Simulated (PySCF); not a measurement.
## Spinor energies of Pm²¹⁺ (promethium, charge +21)

Start: [Kr] 4d4; 4d3/2 filled at m_j = -3/2, -1/2, +1/2, +3/2. Calculated with PySCF 2.14 in an even-tempered Gaussian basis (18 s from 1.4 bohr⁻², ratio 2.8; 14 p from 1.8 bohr⁻², ratio 2.8; 9 d from 1.8 bohr⁻², ratio 2.8; 4 f from 7.5 bohr⁻², ratio 3): generalised Hartree-Fock with the X2C-1e Hamiltonian and a Gaussian nucleus; spin-orbit coupling (SO) screened by Boettger's factors.

| spinor shell | electrons | ε, screened SO (eV) | weight of nominal j (screened SO) | rms radius, screened SO (bohr) |
| --- | --- | --- | --- | --- |
| 1s1/2 | 2 | -45993.3 | 1.000 | 0.0264 |
| 2s1/2 | 2 | -8087.9 | 1.000 | 0.107 |
| 2p1/2 | 2 | -7677.8 | 1.000 | 0.0918 |
| 2p3/2 | 4 | -7110.2 | 1.000 | 0.0979 |
| 3s1/2 | 2 | -2257.0 | 1.000 | 0.277 |
| 3p1/2 | 2 | -2081.5 | 1.000 | 0.268 |
| 3d3/2 | 4 | -1663.3 | 0.999 | 0.251 |
| 3d5/2 | 6 | -1633.5 | 0.999 | 0.255 |
| 4s1/2 | 2 | -870.55 | 1.000 | 0.594 |
| 4p1/2 | 2 | -803.40 | 0.992 | 0.602 |
| 4p3/2 | 4 | -761.00 | 0.996 | 0.625 |
| 4d3/2 | 4 | -652.05 | 0.969 | 0.637 |

(1) Where does 3p3/2 lie, and what is the 3p spin-orbit splitting (screened SO)?

```json
{"quantity": "E (hartree)", "screened SO": "-9836.72012"}
{"quantity": "M_J", "screened SO": "0"}
{"quantity": "⟨J²⟩", "screened SO": "0.248"}
{"quantity": "⟨L²⟩", "screened SO": "2.805"}
{"quantity": "⟨S²⟩", "screened SO": "2.805"}
```

Each row is a mean over spinors that exchange with the open shell spreads, by up to 5.391 eV (4s1/2).

⟨J²⟩ departs a little from M_J(M_J + 1) because the unrestricted spinors polarise the closed shells.

Breit and QED terms are absent; they matter most for the inner s and p1/2 levels.

Densities and radii are taken from the X2C orbitals without a picture-change correction, which distorts them close to the nucleus.

Results:

(1) At -1962.8 eV, 118.70 eV above 3p1/2.
